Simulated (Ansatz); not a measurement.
BCl₂F (`FB(Cl)Cl`) at its PBE0-D4/def2-TZVP geometry, where that method's forces vanish. Charge 0, multiplicity 1.

```xyz
4

F     0.7399   -1.1971    0.0255
B     0.0511   -0.0827    0.0018
Cl   -0.7346    0.4617    1.4542
Cl   -0.0564    0.8182   -1.4815
```

What forces (eV/Å) does PBE-D4/def2-TZVPP give on these atoms in the Gaussian-basis code of Ansatz? (An estimate is asked.)

Computed: 
```
F1   0.373 -0.604  0.013
B2  -0.203  0.328 -0.007
Cl3 -0.146  0.105  0.262
Cl4 -0.024  0.170 -0.267
```
